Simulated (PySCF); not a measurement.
# Excited states of Ge(4+) (germanium, charge +4)

Ground state [Ar] 3d10, ¹S. Computed with PySCF 2.14 in aug-cc-pVQZ-PP with ECP10MDF, with scalar relativity through the core potential. Vertical excitation energies in eV without spin-orbit coupling; excited terms of each kind are numbered among those the solver found. Frozen: 3s2 3p6.

```
 term  leading excitation  EOM-EE-CCSD
 1 3D              3d → s       28.855
 1 1D              3d → s       29.554
1 3P°              3d → p       40.036
1 3F°              3d → p       40.534
1 1F°              3d → p       40.918
1 1D°              3d → p       41.418
1 3D°              3d → p       41.428
1 1P°              3d → p       41.693
 1 3G              3d → d       56.710
 2 3D              3d → d       56.954
 1 1F              3d → d       57.243
 2 1D              3d → d       57.350
```

The solver can miss terms.
